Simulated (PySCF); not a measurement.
**`BrCCc1ncon1`, C$_{4}$H$_{5}$BrN$_{2}$O**

Geometry (Å), atoms numbered from 1 in this order:
```xyz
13

Br   -3.5574    0.5245    0.1962
C    -1.7172    0.0467   -0.2239
C    -0.8380    0.1596    1.0124
C     0.5742   -0.1021    0.6443
N     1.2062    0.5364   -0.3893
C     2.3925    0.0266   -0.3534
O     2.5432   -0.8723    0.6119
N     1.3504   -0.9512    1.2547
H    -1.7418   -0.9732   -0.6061
H    -1.3824    0.7295   -1.0036
H    -1.1411   -0.5499    1.7839
H    -0.9089    1.1726    1.4193
H     3.2160    0.2534   -0.9998
```

The calculation used GIAO HF/pcSseg-1 magnetisability, rotational g tensor and spin-rotation constants, non-relativistic, gas phase (PySCF 2.14.0). Geometry: GFN2-xTB.

The calculation is non-relativistic, which matters for the atoms heavier than Zn.

Problem. Give the nuclear spin-rotation constants along the inertial axes (H = +C I·J) beside the isotropic shieldings.

Solution. Rotational constants 7.3593, 0.4632, 0.4445 GHz. A star marks the isotopologue with that one atom substituted, in its own axes.
| atom | isotope | Caa (kHz) | Cbb (kHz) | Ccc (kHz) | mean (kHz) | σ (ppm) |
| --- | --- | --- | --- | --- | --- | --- |
| Br1 | 79Br | 1.086 | 0.634 | 0.568 | 0.762 | 2513.5 |
| N5 | 14N | 1.344 | 0.098 | 0.018 | 0.487 | -4.1 |
| N8 | 14N | 2.057 | 0.096 | 0.047 | 0.733 | -123.0 |
| H9 | 1H | -0.774 | -0.048 | 0.014 | -0.269 | 28.7 |
| H10 | 1H | -0.725 | 0.014 | -0.041 | -0.251 | 27.8 |
| H11 | 1H | -0.707 | 0.013 | -0.047 | -0.247 | 28.6 |
| H12 | 1H | -0.672 | -0.054 | 0.013 | -0.238 | 28.9 |
| H13 | 1H | 0.010 | 0.001 | -0.045 | -0.011 | 23.3 |
| C2 | 13C* | 1.018 | 0.078 | 0.076 | 0.391 | 156.1 |
| C3 | 13C* | 1.017 | 0.074 | 0.068 | 0.386 | 162.2 |
| C4 | 13C* | 3.555 | 0.205 | 0.090 | 1.284 | 13.1 |
| C6 | 13C* | 2.929 | 0.233 | 0.097 | 1.086 | 12.3 |
| O7 | 17O* | -3.554 | -0.186 | -0.086 | -1.275 | -44.5 |

For the geometry as given, no vibrational averaging.

Problem. How do the rotational constants and the g tensor change when H9, H10, H11, H12, H13 are replaced by deuterium?

Solution. Constants 6.2691, 0.4537, 0.4346 GHz; g -0.0799, -0.0064, 0.0003, against -0.0934, -0.0066, 0.0003 before.
